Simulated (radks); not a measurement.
Numerical settings for neutral dysprosium, [Xe] 4f10 6s2. Calculated with a radial shooting solver on a logarithmic mesh with Libxc functionals: Dirac Kohn-Sham, PBE, spin-unpolarised, spherical densities, point nucleus; open shells are shared between the two j in proportion to 2j + 1. The defaults (mesh step 0.008 in ln r, mesh end at 40 bohr or more with all orbitals vanishing there, Anderson mixing 0.5 over 9 steps, residual threshold near 1e-9 with the energy settled to 1e-9 hartree or 1e-11 of itself, here a cap of 79 iterations) give E = -12168.2289 hartree and 4f7/2 at -2.722 eV in 16 iterations. Run on one thread of a shared host, so times are rough (Arm Neoverse V2): 0.17 s of CPU time, 0.17 s wall, 16 iterations on 2728 mesh points. Changes against that run (0 stands for a change within the tolerance of the run):

setting                    iterations  converged  E (mhartree)  e(4f7/2) (meV)  CPU (s)
mesh step in ln r 0.03             16        yes     +0.000425               0     0.05
mesh step in ln r 0.012            16        yes             0               0     0.12
mesh step in ln r 0.005            16        yes             0               0     0.27
mesh end (bohr) 400                16        yes             0               0     0.17
mesh end (bohr) 12                 16        yes        +0.367           +33.8     0.16
residual threshold 0.001           10        yes             0           +3.13     0.13
residual threshold 1e-13           23        yes             0               0     0.21
mixing 0.2                         34        yes             0               0     0.36
linear mixing, mixing 0.8          79         no     +4.94e+04        -3.2e+05      2.2
linear mixing, mixing 0.5          79         no     +1.75e+04       -1.57e+05      1.2
mixing history 2                   22        yes             0               0     0.21
iteration cap 2                     2         no          +297       -1.12e+04     0.04

No run marked as converged misses the energy by more than 1 mhartree. A mesh that ends early acts as a hard wall.
